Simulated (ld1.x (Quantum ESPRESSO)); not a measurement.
Values are calculated unless marked as measured or tabulated.
**Potentials for chromium (Cr) compared**

Generated with ld1.x 7.5 (TM, RRKJ, ultrasoft, PAW), atompaw 4.2 or ONCVPSP 4.0.1. The cutoff is in Ry: for ld1.x and atompaw files where the sum of valence levels is converged to 10 mRy in a Bessel basis, for ONCV files where the hardest occupied wave has 1 mHa per electron of residual kinetic energy. The error is the largest all-electron minus pseudo excitation energy over each file’s own four to seven test configurations (ionisations up to +4, promotions, holes and added fractions of an electron), all of which were solved. The labels leave out finer settings (local radius, basis sizes, second energies), which also bear on the numbers. Spin-polarised tests are not counted. The rows are a selection from randomly drawn settings: files with unsolved tests, undetermined cutoffs or missed reference levels are left out.

```tsv
potential	cutoff (Ry)	largest error (meV)	bound ghosts
TM, LDA (PZ), scalar-relativistic, rc 1.35/1.10/1.55 (spd), local s, core correction yes, reference 3s2 3p6 3d4 4s0 4p0	100	+1019	none
RRKJ, PBE, fully relativistic, rc 2.30/2.80/1.45 (spd), local s, core correction yes, reference 3d5 4s1 4p0	80	-1303	none
TM, PW91, non-relativistic, rc 2.15/3.80/2.15/3.25 (spdf), local s, core correction yes, reference 3d5 4s0 4p1	55	-2068	none
```

Q: Fill in the row for Cr: RRKJ, BP86, scalar-relativistic, rc 1.45/1.30/1.30 (spd), local p, core correction no, reference 3s2 3p6 3d5 4s0 4p0.

A: cutoff 90 Ry, largest error +37 meV, bound ghosts: none.

Q: Fill in the row for Cr: TM, PBEsol, scalar-relativistic, rc 1.25/1.45/1.35 (spd), local s, core correction yes, reference 3s2 3p6 3d4.5 4s0 4p0.

A: cutoff 110 Ry, largest error +471 meV, bound ghosts: none.

Q: Fill in the row for Cr: TM, PBE, scalar-relativistic, rc 2.30/3.95/1.85 (spd), local s, core correction no, reference 3d5 4s1 4p0.

A: cutoff 70 Ry, largest error -552 meV, bound ghosts: none.
